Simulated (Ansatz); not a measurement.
**Ligand exchange: BH3 + HOI → BH2I + H2O**

Species: BH3 (borane) `B`, singlet; HOI (hypoiodous acid) `OI`, singlet; BH2I `BI`, singlet; H2O (water) `O`, singlet. The partners trade H for I: B–H and O–I bonds give way to B–I and O–H.

Shapes, held fixed at every level: PBE0-D4/def2-TZVP. Programs: Ansatz 0.2.0. The zero-point and thermal change to 298 K, harmonic and unscaled (PBE0-D4/def2-TZVP), is +7.5 kJ/mol.

```csv
level,kind,ΔH(298 K) (kJ/mol),less CCSD(T)/def2-TZVPP
PBE-D4/def2-TZVPP,GGA,-216.0,+9.6
r2SCAN-D4/def2-TZVPP,meta-GGA,-222.2,+3.4
PBE0-D4/def2-TZVPP,global hybrid,-226.3,-0.7
wB97X-V/def2-TZVPP,range-separated hybrid,-211.7,+13.9
MP2/def2-SVP,perturbation theory,-242.8,-17.2
MP2/def2-TZVPP,perturbation theory,-238.2,-12.6
CCSD(T)/def2-SVP,coupled cluster or CI,-235.0,-9.4
CCSD(T)/def2-TZVPP,coupled cluster or CI,-225.6,0.0
```

The highest level, CCSD(T)/def2-TZVPP, gives ΔH(298 K) = -225.6 kJ/mol; the levels span -242.8 to -211.7. The column of differences is taken from that level and isn't an error. No measured value is set beside it here. For atoms past krypton def2 sets carry core potentials with scalar relativity. Outer-core shells of I are correlated, in sets that cover them unevenly.
